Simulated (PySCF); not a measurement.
**Working with the constants of NaCd**

B3LYP constants of NaCd, ²Σ⁺ (doublet), unpaired electrons σ ↑ (basis Na cc-pVDZ, Cd cc-pVDZ-PP with ECP28; scalar-relativistic core potentials; PySCF 2.14; masses 22.9898 and 113.9034 u):

```
ωe            : 69.2 cm⁻¹
ωexe          : 1.44 cm⁻¹
Be            : 0.075172 cm⁻¹
αe            : 0.00164 cm⁻¹
De to Na + Cd : 0.099 eV
```

Task: What force constant and bond length do these constants imply?

Result: Reduced mass μred = 19.129 u; k = 5.8918×10⁻⁷·μred·ωe² (u, cm⁻¹, mdyn/Å) = 0.0540 mdyn/Å; Re = √(16.8576/(μred·Be)) (u, cm⁻¹, Å) = 3.424 Å.

Task: Estimate the centrifugal constant D from the Kratzer relation and find the Dunham coefficient a1.

Result: D = 4Be³/ωe² = 3.55e-07 cm⁻¹; a1 = −1 − αeωe/(6Be²) = -4.35.

The bond is weak. Basis-set superposition, not corrected here, can be much of De in a small basis, most of all at correlated wavefunction levels. Functionals without a dispersion term scatter widely for such bonds, and LDA overbinds them. Spin–orbit coupling is left out. The state is the lowest determinant that a PBE0 search found; another state may lie lower at other levels.
